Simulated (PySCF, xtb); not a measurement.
GaClBr2, SMILES [Cl][Ga]([Br])[Br].

GFN2-xTB run with xtb 6.7.1 at its own geometry gives an orbital gap of 3.71 eV and a dipole moment of 4.09 D.

Coordinates come from a B3LYP-D3(BJ)/def2-SVP optimisation.

Task: What does PBE/def2-TZVP (PySCF) give? (The exact figures need the calculation; the answer reports its results.)

Result: gap 4.32 eV (levels -7.54 and -3.22 eV), dipole 0.34 D.
